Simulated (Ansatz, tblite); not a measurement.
Removing and adding an electron: 1,3,5-triphenylbenzene, `c1ccc(-c2cc(-c3ccccc3)cc(-c3ccccc3)c2)cc1`. The state is a singlet with charge 0. Geometry: PBE-D4/def2-SVP. Ansatz, gas phase; energy differences of separate SCF runs; the oxidised species was run as a doublet alone; the reduced species was run as a doublet alone.

```xyz
42

C    -5.5610   -1.3558   -0.4299
C    -4.5985   -2.3657   -0.2740
C    -3.2403   -2.0366   -0.1708
C    -2.8128   -0.6908   -0.2236
C    -1.3726   -0.3438   -0.1167
C    -0.8325    0.7263   -0.8582
C     0.5276    1.0811   -0.7544
C     1.0839    2.1990   -1.5586
C     0.6328    2.4426   -2.8756
C     1.1580    3.4977   -3.6336
C     2.1452    4.3353   -3.0910
C     2.6025    4.1069   -1.7836
C     2.0786    3.0502   -1.0269
C     1.3526    0.3397    0.1157
C     0.8451   -0.7370    0.8710
C     1.7288   -1.5079    1.7820
C     1.5654   -2.9021    1.9450
C     2.3994   -3.6300    2.8040
C     3.4160   -2.9799    3.5213
C     3.5906   -1.5952    3.3705
C     2.7570   -0.8682    2.5103
C    -0.5197   -1.0659    0.7426
C    -3.7935    0.3143   -0.3823
C    -5.1520   -0.0141   -0.4832
H    -6.6279   -1.6140   -0.5105
H    -4.9078   -3.4217   -0.2405
H    -2.4914   -2.8373   -0.0749
H    -1.4870    1.2973   -1.5329
H    -0.1216    1.7753   -3.3198
H     0.7992    3.6619   -4.6613
H     2.5568    5.1648   -3.6857
H     3.3695    4.7636   -1.3452
H     2.4251    2.8956    0.0062
H     2.4264    0.5721    0.1662
H     0.7887   -3.4254    1.3668
H     2.2601   -4.7171    2.9075
H     4.0708   -3.5512    4.1966
H     4.3786   -1.0739    3.9355
H     2.8847    0.2212    2.4197
H    -0.9397   -1.8687    1.3662
H    -3.4856    1.3710   -0.3983
H    -5.8994    0.7864   -0.5955
```

The xTB rows come from tblite. B3LYP takes the VWN-RPA correlation. Single mean-field runs in def2-TZVP are fitted with def2-universal-jkfit.

| level | −HOMO (eV) | vertical IE (eV) | −LUMO (eV) | vertical EA (eV) | HOMO–LUMO gap (eV) | IE − EA (eV) | remarks |
| --- | --- | --- | --- | --- | --- | --- | --- |
| GFN1-xTB | 11.32 | 13.07 | 7.92 | 6.16 | 3.39 | 6.91 | – |
| B3LYP-D4/def2-TZVP | 6.24 | 7.61 | 1.37 | 0.19 | 4.88 | 7.42 | HOMO above zero (-1 doublet) |

(1) Estimate the rows for GFN2-xTB, PBE0-D4/def2-TZVP.

Results:

(1) 
```csv
level,−HOMO (eV),vertical IE (eV),−LUMO (eV),vertical EA (eV),HOMO–LUMO gap (eV),IE − EA (eV),remarks
GFN2-xTB,10.30,12.10,6.88,5.08,3.43,7.02,–
PBE0-D4/def2-TZVP,6.46,7.66,1.23,0.13,5.23,7.52,HOMO above zero (-1 doublet)
```

Relaxing the oxidised species (PBE-D4/def2-SVP) changes its energy by -0.07 eV at PBE0-D4/def2-TZVP, so the adiabatic ionisation energy to this nearest minimum is 7.59 eV.  Relaxing the reduced species (PBE-D4/def2-SVP) changes its energy by -0.09 eV at PBE0-D4/def2-TZVP, so the adiabatic electron affinity to this nearest minimum is 0.23 eV. The highest occupied level of the relaxed charge -1 doublet lies above zero (up to 0.65 eV). By energy differences its removal costs 0.23 eV (each at its own geometry, to the charge 0 singlet, at PBE0-D4/def2-TZVP); self-interaction error and the lack of diffuse functions both raise the level.  Run but left out: PBE-D4/def2-TZVP (charge +1 doublet: an occupied level 0.04 eV above an empty one); PBE-D4/def2-TZVP (charge -1 doublet: an occupied level 0.03 eV above an empty one).   A HOMO above zero means that the electron is unbound at that level or that self-interaction error raises the level; the energy of removing that electron tells which. Raw xTB energy differences between charge states are shifted by several eV; the methods need an empirical correction for them. Sets without diffuse functions give affinities that are too small.
